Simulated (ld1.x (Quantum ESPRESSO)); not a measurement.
**Which change was made? (Be, TM)**

```
Element                 : beryllium
Generator               : ld1.x (Quantum ESPRESSO) 7.5
Type                    : norm-conserving Troullier–Martins (Kleinman–Bylander form)
Functional              : PBEsol
Relativity              : non-relativistic
Frozen core             : [He]
Valence charge          : 2
Reference configuration : 2s1.75 2p0.25
Partial waves           : 2s (bound): rc 1.30 bohr; 2p (bound): rc 4.20 bohr; 3d channel at 0.15 Ry: rc 4.50 bohr
Local potential         : the d channel
Core correction         : none
```

Cutoffs, loose and tight: the cutoffs (Ry, on a coarse ladder) from which the occupation-weighted sum of valence levels, in a spherical-Bessel basis at the reference potential, stays within 10 and 1 mRy of its value at 400 Ry. They do not see the model core or the augmentation charge, which bear on the density cutoff. Test errors are all-electron minus pseudo excitation energies from the reference, over the configurations 2s2 2p0; 2s1 2p0; 2s1.5 2p0; 2s0 2p1; 2s0 2p2; 2s1 2p1; variants that change the core or the reference have their own tests.

The base gives: outcome: generated; cutoff, loose: 25 Ry; cutoff, tight: 45 Ry; bound ghosts: none; largest test error (meV): -127.

Question: After one change the result is: outcome: generated; cutoff, loose: 30 Ry; cutoff, tight: 50 Ry; bound ghosts: none; largest test error (meV): -156. Which change was it?
A. all radii scaled by about 1.30 (s 1.68, p 5.44, d 5.84 bohr)
B. reference 2s2 2p0
C. wave 2p (bound): rc 4.20 bohr becomes 2p (bound): rc 3.24 bohr

Answer: B. The others give: all radii scaled by about 1.30 (s 1.68, p 5.44, d 5.84 bohr) → outcome: generated; cutoff, loose: 10 Ry; cutoff, tight: 18 Ry; bound ghosts: none; largest test error (meV): -262 | wave 2p (bound): rc 4.20 bohr becomes 2p (bound): rc 3.24 bohr → outcome: generated; cutoff, loose: 25 Ry; cutoff, tight: 45 Ry; bound ghosts: none; largest test error (meV): -44.
